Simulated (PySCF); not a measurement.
Computed properties of B(Br)(Me)(vinyl) (C3H6BBr), SMILES CB(C=C)Br

B(Br)(Me)(vinyl) (C3H6BBr), SMILES C=CB(C)Br. The structure is a stationary point at PBE0-D3(BJ)/def2-SVP. One conformer was computed; it need not be the lowest. All values are computed for the isolated molecule unless a solvent is named; none is compared with measurement here.

**Structure.** The optimised structure has Cs symmetry. All 27 harmonic modes at PBE0-D3(BJ)/def2-SVP (PySCF) are real, so it is a minimum. With heavy atoms numbered as in [B:1]([Br:2])([CH3:3])[CH:7]=[CH2:8], the shortest bond between them is C7–C8 at 1.343 Å and the longest B1–Br2 at 1.935 Å.

**Vibrations.** The strongest infrared lines (harmonic, unscaled, degenerate partners summed) lie at 1038 cm⁻¹ (182 km/mol, H 41 %, B 40 %, C 19 %), 1329 cm⁻¹ (107 km/mol, H 60 %, C 28 %, B 12 %), 1686 cm⁻¹ (67 km/mol, C 85 %, H 14 %). The softest mode is at 56 cm⁻¹ and the zero-point energy is 52.8 kcal/mol.

**Electronic structure.** CAM-B3LYP/def2-TZVP (PySCF) places the frontier levels at -9.26 and -0.84 eV, a gap of 8.42 eV, and gives a dipole moment of 2.19 D and a mean polarisability of 71.0 bohr³. PBE/def2-TZVP (PySCF) at the same geometry gives -6.64 and -2.88 eV, so its gap is 4.66 eV narrower. An orbital gap is neither the optical nor the fundamental gap.

**Excitations.** TDA-CAM-B3LYP/def2-SVPD (PySCF) has S1 at 4.90 eV (253 nm, f = 0.000, dark); the most intense of the 10 singlets computed lies at 5.98 eV (f = 0.45). T1 (TDA) is at 3.66 eV, 1.24 eV under S1. TDA-PBE/def2-SVPD (PySCF) puts S1 at 3.80 eV. No vertical singlet excitation falls in the visible range (under 3.1 eV).

**NMR.** GIAO shifts at B3LYP/pcSseg-1 (PySCF) (non-relativistic, atoms alike by connectivity averaged): ¹³C from 12.1 to 153.5 ppm against TMS; ¹H from 1.4 to 7.0 ppm against TMS; ¹¹B at 64.0 ppm against BF3. Without spin–orbit terms, shifts of atoms bonded to Cl or Br come out too high.
